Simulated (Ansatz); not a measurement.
Mulliken charges of CH$_{5}$B$_{2}$FO, SMILES `BCB(O)F` from r2SCAN/def2-TZVPP in Ansatz (PBE0-D4/def2-TZVP geometry).

| atom | x (Å) | y (Å) | z (Å) | charge (e) |
| --- | --- | --- | --- | --- |
| B1 | -1.280 | 0.430 | -0.360 | -0.039 |
| C2 | -0.049 | -0.452 | -0.663 | -0.199 |
| B3 | 1.127 | 0.089 | 0.247 | 0.407 |
| O4 | 1.179 | -0.044 | 1.592 | -0.286 |
| F5 | 2.146 | 0.735 | -0.308 | -0.272 |
| H6 | -1.919 | 0.244 | 0.640 | -0.005 |
| H7 | -1.588 | 1.344 | -1.068 | 0.010 |
| H8 | 0.276 | -0.425 | -1.704 | 0.081 |
| H9 | -0.222 | -1.485 | -0.338 | 0.090 |
| H10 | 0.414 | -0.487 | 1.965 | 0.213 |

By hand: the dipole of these point charges (1 e Å = 4.8032 D).

Σ q r = (-0.318, -0.338, 0.111) e Å, of length 0.477 e Å = 2.29 D.

How does the dipole of the full density compare? (Estimate.)

Ansatz gave: (-0.326, -0.359, 0.050) e Å, 2.34 D; the point charges give 0.98 times that, at 8° from its direction.

Point charges leave out the atoms' own dipoles, such as those of lone pairs, and Mulliken's split depends on the basis, so the close match here is no proof of good charges.
